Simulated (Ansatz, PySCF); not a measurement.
Species: AlH$_{3}$ (charge +1, doublet). 
Geometry from a B3LYP-D3(BJ)/def2-TZVP (Ansatz, a program for electronic structure) optimisation:
```xyz
4

Al    -0.0166    -0.0540    -0.0544
H      0.6102     0.2551     1.4649
H     -0.0507     1.5638     0.3678
H     -0.3435    -1.1168    -1.1252
```
Charge +1, spin multiplicity 2.

Total electronic energies in hartree. Correlated levels leave the core frozen unless marked. UHF or UKS for open shells. No spin-orbit coupling. No relativistic terms. CBS(X,Y): correlation extrapolated as X^-3; Hartree-Fock from the larger set.

```csv
level,program,energy (Eh)
HF/cc-pV(D+d)Z,Ansatz,-243.27636
M06-L/def2-TZVPD,PySCF,-243.81782
r2SCAN/def2-TZVPD,Ansatz,-243.79017
B3LYP/def2-TZVPD,PySCF,(withheld)
PBE0-D4/def2-TZVPD,Ansatz + dftd4,-243.69995
B2PLYP-D4/def2-TZVPD,Ansatz + dftd4,-243.69587
MP2/cc-pwCVTZ,Ansatz,-243.35621
RI-MP2/aug-cc-pV(Q+d)Z,Ansatz,-243.36318
SCS-MP2/def2-SVP,Ansatz,-243.25977
CCSD/def2-SVPD,Ansatz,-243.27949
CCSD/aug-cc-pV(T+d)Z,Ansatz,-243.37857
CCSD(T)/6-31G,Ansatz,-243.28003
CCSD(T)/def2-QZVPP,Ansatz,-243.38516
CCSDT/cc-pV(D+d)Z,Ansatz,-243.35665
"CCSD(T)/CBS(aug-cc-pV(T+d)Z,aug-cc-pV(Q+d)Z)",Ansatz,-243.3871
```

Problem. Some entries are withheld; supply them.

Solution. 
- B3LYP/def2-TZVPD, energy (Eh): -243.84841
